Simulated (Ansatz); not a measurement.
## A geometry optimisation of CH7Al2N with r2SCAN-D4/def2-SVP

The starting geometry of this gas-phase singlet was optimised with GFN2-xTB; its bonds are those of `[CH3][AlH][NH][AlH2]`.

```yaml
atoms:
  - { symbol: C, position_ang: [-2.2102, 2.4472, -0.9853] }
  - { symbol: Al, position_ang: [-0.8799, 2.0507, 0.4341] }
  - { symbol: Al, position_ang: [0.6633, -0.4282, 2.1513] }
  - { symbol: N, position_ang: [-0.4169, 0.3762, 0.9558] }
  - { symbol: H, position_ang: [-2.4242, 3.5194, -1.0348] }
  - { symbol: H, position_ang: [-1.8666, 2.1487, -1.9824] }
  - { symbol: H, position_ang: [-3.1675, 1.9375, -0.8256] }
  - { symbol: H, position_ang: [-0.1295, 3.1551, 1.2083] }
  - { symbol: H, position_ang: [-0.9296, -0.3028, 0.3863] }
  - { symbol: H, position_ang: [0.1931, -0.7041, 3.5974] }
  - { symbol: H, position_ang: [2.0959, -0.8621, 1.7675] }
```

**Question.** Where would you expect an optimisation with r2SCAN-D4/def2-SVP to take it?

**Answer.** It keeps its bonds, and is `[CH3][AlH][NH][AlH2]`.

The energy falls by 0.42 eV over 29 steps:

| step | E − E(last) (eV) |
| --- | --- |
| 1 | 0.422 |
| 4 | 0.297 |
| 7 | 0.122 |
| 10 | 0.009 |
| 13 | 0.003 |
| 17 | 0.001 |
| 20 | 0.000 |
| 23 | 0.000 |
| 26 | 0.000 |
| 29 | 0.000 |

Final geometry (Å):

```xyz
11

C    -2.1727    2.4229   -0.9411
Al   -1.1889    1.8946    0.6619
Al    0.7584   -0.3355    2.0334
N    -0.2246    0.3729    0.7086
H    -1.8383    3.4114   -1.3035
H    -2.0748    1.7144   -1.7800
H    -3.2507    2.5325   -0.7261
H    -1.1895    2.7688    1.9890
H    -0.2377   -0.1759   -0.1545
H     0.8397    0.4454    3.4113
H     1.5069   -1.7138    1.7736
```

Frequencies at the end are all real (lowest 57 cm⁻¹). Run with Ansatz 0.2.0, 58 s on 2 threads of Arm Neoverse V2 (shared host).
